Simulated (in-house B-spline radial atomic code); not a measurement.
The germanium ion Ge²⁺ is squeezed into an impenetrable sphere of radius R (the orbitals vanish at R). Method: non-relativistic PBE, spin-polarised, spherical fractional occupations, point nucleus. Calculated with a radial B-spline atomic code at the basis-set limit.

Energies in eV above the free ion in [Ar] 3d10 4s2:

| R (bohr) | highest level (eV) | [Ar] 3d10 4s2 | [Ne] 3s2 3p5 3d10 4s2 4f1 | [Ar] 3d9 4s2 4f1 | -dE/dV in [Ar] 3d10 4s2 (GPa) |
| --- | --- | --- | --- | --- | --- |
| 7.99 | -28.8 | 0.0001211 | 138.9 | 54 | 0.000419 |
| 5.67 | -28.7 | 0.03547 | 142.2 | 57.23 | 0.221 |
| 5.02 | -28.6 | 0.1558 | 144.5 | 59.54 | 1.18 |
| 4.16 | -27.8 | 0.9992 | 150.3 | 65.39 | 10.4 |
| 3.69 | -26.6 | 2.646 | 156.5 | 71.64 | 34.3 |
| 2.91 | -20.1 | 13.08 | 180.7 | 95.87 | 276 |
| 2.52 | -11 | 29.94 | 209.9 | 125.1 | 885 |
| 2.08 | 13.4 | 82 | 284.8 | 199.8 | 3950 |
| 1.92 | 30.4 | 122.1 | 337 | 251.7 | 7280 |
| 1.6 | 94.5 | 292 | 542.2 | 454.9 | 28600 |

Question: Does [Ne] 3s2 3p5 3d10 4s2 4f1 fall below [Ar] 3d10 4s2 under compression?

Answer: No, it stays above over the whole range.

Question: Does [Ar] 3d9 4s2 4f1 fall below [Ar] 3d10 4s2 under compression?

Answer: No, it stays above over the whole range.

The highest level is first positive in the row R = 2.08 bohr, pushed up by confinement above the zero of the free ion's potential. Each configuration is held fixed and needn't be the lowest in the sphere.
